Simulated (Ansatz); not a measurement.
Start from `[SiH3][O][Sc]([Cl])[O][SiH3]` and change one atom or group to get `C[O][Sc]([Cl])[O][SiH3]`.

Ansatz, PBE0-D4/def2-TZVP geometries, multiplicity 1. Each molecule was computed in one conformer, which needn't be the lowest.

Scalar relativity is left out up to krypton.

```
                                      property  `[SiH3][O][Sc]([Cl])[O][SiH3]`
             HOMO energy (PBE/def2-TZVPP) / eV                           -7.26
         LUMO energy (ωB97M-V/def2-TZVPP) / eV                           -0.85
size of the dipole moment (PBE/def2-TZVPP) / D                            1.64
           LUMO energy (B3LYP/def2-TZVPP) / eV                           -2.82
            LUMO energy (PBE0/def2-TZVPP) / eV                           -2.45
            HOMO energy (PBE0/def2-TZVPP) / eV                           -8.67
```

Q: Give the same properties after the change, and the shifts. (Best estimate.)

A: The calculation gave: 
| property | `C[O][Sc]([Cl])[O][SiH3]` | shift |
| --- | --- | --- |
| HOMO energy (PBE/def2-TZVPP) / eV | -6.82 | 0.44 |
| LUMO energy (ωB97M-V/def2-TZVPP) / eV | -0.61 | 0.24 |
| size of the dipole moment (PBE/def2-TZVPP) / D | 3.03 | 1.39 |
| LUMO energy (B3LYP/def2-TZVPP) / eV | -2.54 | 0.28 |
| LUMO energy (PBE0/def2-TZVPP) / eV | -2.17 | 0.28 |
| HOMO energy (PBE0/def2-TZVPP) / eV | -8.29 | 0.38 |

With PBE0 the HOMO rises by 0.38 eV and the LUMO rises by 0.28 eV, so the gap narrows by about 0.10 eV. PBE moves the HOMO by 0.44 eV and ωB97M-V by 0.34 eV. Dipoles are sizes alone; their direction can turn.

B3LYP here is the variant with VWN-RPA as its local correlation; programs differ in this.
